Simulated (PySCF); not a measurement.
Compound: C₇H₉F₂ (doublet state).
Atom-mapped SMILES: `[CH3:1][CH2:2][C:3]1=[CH:4][CH:5][C@@H:6]([F:7])[C@H:8]1[F:9]` (hydrogens: H10, H11, H12 on C1; H13, H14 on C2; H15 on C4; H16 on C5; H17 on C6; H18 on C8)

Structure used (GFN2-xTB), in Å, numbered top down from 1:
```xyz
18
C7H9F2 angstrom
C      2.4239   -0.2513   -0.8675
C      1.3525   -0.8956    0.0022
C      0.0995   -0.1107    0.0996
C     -0.2401    1.0982   -0.4800
C     -1.5279    1.4718   -0.1773
C     -2.1891    0.4316    0.6680
F     -3.2804   -0.1259    0.0318
C     -1.0727   -0.6235    0.8945
F     -1.4634   -1.8770    0.4772
H      2.0634   -0.1183   -1.8843
H      2.7086    0.7192   -0.4684
H      3.3088   -0.8824   -0.8965
H      1.1026   -1.8898   -0.3882
H      1.7464   -1.0602    1.0132
H      0.4223    1.6816   -1.0937
H     -2.0469    2.3454   -0.5191
H     -2.5816    0.8287    1.6146
H     -0.8346   -0.7354    1.9623
```

The hyperfine couplings belong to this conformer and change with its torsions.

Method: UKS B3LYP, pcH-1 on C F H, non-relativistic, mean-field spin-orbit, GIAO in PySCF. Isolated species at its GFN2-xTB geometry (one conformer only). A GFN2-xTB geometry isn't a minimum of the functional, and hyperfine couplings can be far from their values at a DFT geometry. No stability test was run, so a lower SCF solution isn't excluded. ⟨S²⟩ is 0.773 where a pure state has 0.75.

(1) Break the g tensor into its mass correction, gauge correction and orbital-Zeeman/spin–orbit terms.

(2) At 34.112 GHz, how far is the centre of the isotropic spectrum from where a free electron (g = 2.002319) resonates?

(3) How much does each term add to the isotropic shift?

(4) What are the electron Larmor frequencies g μB B/h along the three axes at 1200 mT?

(5) In a frozen sample, at which fields do the three g values resonate at 9.5, 34, 94 and 263 GHz (hyperfine left aside), and which band first spreads them over more than twice a line width of 0.5 mT?

Answers

(1) 
```
                    Δg (ppm)     1     2     3
relativistic mass correction  -156  -156  -156
            gauge correction     8    45    31
   orbital Zeeman/spin–orbit   -25    67   765
                       total  -173   -44   640
```

So g = 2.00215, 2.00228, 2.00296 and g_iso = 2.00246; the tensor is rhombic: the two nearest values differ by 16 % of g3 − g1. Axes: g3 points within 7° of the C5–C6 bond.

(2) B = hν/(g μB) with μB/h = 13.99624 MHz/mT gives 1217.20 mT for the free electron and 1217.12 mT at g_iso, 0.09 mT lower.

(3) The orbital-Zeeman/spin–orbit term 269, the mass correction -156 and the gauge correction 28 ppm, for a total of 141 ppm. The orbital-Zeeman/spin–orbit term is the largest in size. The mass correction is the same along every axis, so the anisotropy comes from the other two: their spans along these axes are 37 (gauge) and 790 ppm (orbital Zeeman/spin–orbit).

(4) 33.6270, 33.6292, 33.6407 GHz for g1, g2 and g3, a range of 13.7 MHz.

(5) 
```
band    GHz  B(g3) mT  B(g2) mT  B(g1) mT  spread mT
   X    9.5    338.88    338.99    339.01       0.14
   Q   34.0   1212.82   1213.23   1213.31       0.49
   W   94.0   3353.08   3354.23   3354.44       1.36
   J  263.0   9381.49   9384.70   9385.30       3.81
```

The spread grows in proportion to the frequency. W band is the first where it exceeds 1.0 mT.

The Mulliken spin populations are largest on C5 (+0.65), C3 (+0.61) and C4 (-0.24). The angles at C5 add up to 359.9°, so it is planar; its axial dipolar tensor and the negative coupling of its proton fit spin in a p orbital normal to that plane.

The HOMO–LUMO gaps are 5.35 eV among the α and 5.89 eV among the β orbitals.
